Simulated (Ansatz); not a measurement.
Series GeHX3: PBE0-D4/def2-SVP single points in Ansatz on relaxed structures, gas phase. Binding counts from free atoms in the multiplicity of their measured ground term, without zero-point energy. The structures are stationary points that may keep the symmetry of their start.

```
              species  atoms    state            geometry  HOMO (eV)  LUMO (eV)  gap (eV)  binding per atom (eV)  point group (within 0.1 Å)
                GeHF3      5  singlet   PBE0-D4/def2-TZVP     -11.22      -0.28     10.94                   3.54                         C3v
               GeHBr3      5  singlet  r2SCAN-D4/def2-SVP      -8.51      -1.98      6.53                   2.53                         C3v
GeH(OMe)3 (C3H10GeO3)     17  singlet   B3LYP-D4/def2-SVP      -7.81       1.03      8.84                   3.88                           –
GeH(OAc)3 (C6H10GeO6)     23  singlet     PBE-D4/def2-SVP      -8.17      -0.04      8.13                   4.58                          C3
```

Q: Estimate the rows for GeH(NMe2)3 (C6H19GeN3) (singlet, PBE-D4/def2-SVP geometry).

A: 
```
               species  atoms    state         geometry  HOMO (eV)  LUMO (eV)  gap (eV)  binding per atom (eV)  point group (within 0.1 Å)
GeH(NMe2)3 (C6H19GeN3)     29  singlet  PBE-D4/def2-SVP      -5.68       1.37      7.05                   3.90                           –
```

The gap (eV) runs from 6.53 (GeHBr3) to 10.94 (GeHF3).
